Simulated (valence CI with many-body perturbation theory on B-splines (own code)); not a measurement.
Ce25+: key properties

Computed by relativistic CI+MBPT: five valence electrons over a frozen Dirac-Fock core [Ar] 3d10, a basis of 11 s, 11 p, 10 d, 8 f, 5 g, 2 h functions for each j, with the one-electron correlation potential Σ1, the two-electron term Σ2, the three-electron term Σ3, Breit, model QED; selected CI, second order for the rest, scaled by the run's own slope (own B-spline code, finite nucleus).

No measured levels were compared; by estimate levels hold to about 250 cm⁻¹ or 0.2 % of their energy and the worst to 1 %, as in measured heavy ions of charge 2 to 7; those with d or f electrons hold less well. Among the levels kept, up to 2100 cm⁻¹ of a level comes from second order outside the variational space, and about a tenth of that is noise between levels of different J, which matters for small intervals.

Levels are named by their leading jj configuration (3d3/2^4 stands for four electrons in 3d with j = 3/2), which in mixed levels can hold well under half, so a name can repeat and another be missing.

Rates and lifetimes use the calculated energies. Strong lines usually hold to 10 to 20 %, long lifetimes can be off by a factor of two.

Problem. What is the ground level?

Solution. (4s^2 4p1/2^2 4p3/2) J=3/2, composition 41 % 4s2 4p3 2P° + 35 % 4s2 4p3 4S° + 23 % 4s2 4p3 2D°, g = 1.445.

Problem. What is the ionisation energy?

Solution. 863.57 eV; NIST lists 862 ± 4 eV (theoretical).

Problem. Among levels below 2157500 cm⁻¹, which E1 lines absorb most strongly from the ground level?

Solution. to (4s^2 4p1/2 4p3/2 4d3/2) J=5/2 at 9.265 nm, f = 0.595; to (4s^2 4p1/2 4p3/2 4d3/2) J=3/2 at 9.193 nm, f = 0.336; to (4s^2 4p1/2 4p3/2 4d3/2) J=1/2 at 9.215 nm, f = 0.271.

Problem. How well does LS coupling describe the low levels?

Solution. Among the lowest 20 levels the leading LS term, summed over configurations, holds 56 % on average. For single configurations the figures are 52 % in LS and 80 % in jj coupling. Terms mix most in the J = 5/2 level at 864620 cm⁻¹, where the leading one holds 32 %.

Problem. Name the longest-lived excited levels whose lifetime is computed, and their main decay.

Solution. (4s^2 4p1/2 4p3/2^2) J=5/2 at 199220 cm⁻¹ lives 47.6 μs, mostly by M1 to (4s^2 4p1/2^2 4p3/2) J=3/2; (4s^2 4p1/2 4p3/2^2) J=1/2 at 236830 cm⁻¹ lives 10.0 μs, mostly by M1 to (4s^2 4p1/2^2 4p3/2) J=3/2; (4s^2 4p1/2 4p3/2^2) J=3/2 at 169920 cm⁻¹ lives 9.55 μs, mostly by M1 to (4s^2 4p1/2^2 4p3/2) J=3/2. The lifetime of (4s^2 4p1/2 4p3/2 4d5/2) J=9/2 is too uncertain to give, and may be longer.
